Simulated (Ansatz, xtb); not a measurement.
Species: C3H5O, charge 0, multiplicity 2. It need not be the lowest isomer of its formula. 
Geometry from a B3LYP-D3(BJ)/def2-TZVP (Ansatz, an electronic-structure program) optimisation:
SMILES: C=C[CH]O
```xyz
9

C      1.7807    -0.1390    -0.6135
C      0.6338    -0.2487     0.1444
C     -0.5990     0.2673    -0.1952
O     -1.7224     0.1528     0.5601
H      1.7803     0.3819    -1.5620
H      2.7122    -0.5709    -0.2804
H      0.6974    -0.7851     1.0904
H     -0.7789     0.8168    -1.1085
H     -1.5254    -0.3421     1.3655
```
Charge 0, spin multiplicity 2.

Harmonic wavenumbers from GFN2-xTB (xtb, at its own minimum), cm⁻¹: 234, 296, 467, 527, 554, 705, 735, 935, 966, 1081, 1209, 1245, 1271, 1340, 1468, 1538, 3020, 3117, 3129, 3165, 3490.

Q: Give the harmonic wavenumbers at B3LYP-D3(BJ)/def2-TZVP (Ansatz, finite differences of forces, unscaled).

A: 230, 301, 405, 534, 547, 727, 765, 944, 947, 1116, 1222, 1280, 1298, 1402, 1513, 1550, 3105, 3155, 3208, 3250, 3773 cm⁻¹. Zero-point energy 44.7 kcal/mol.

Q: From these and the geometry, give the ideal-gas thermochemistry at 298.15 K and 1 atm (rigid rotor, harmonic oscillator).

A: Point group Cs, rotational symmetry number 1. Rotational constants 45.86, 4.255, 3.894 GHz. S(trans) 38.05, S(rot) 23.56, S(vib) 6.30, S(elec, spin only) 1.38, S 69.3 cal/(mol K). H(298) - H(0) 3.62 kcal/mol; G - E(el) 27.7 kcal/mol.
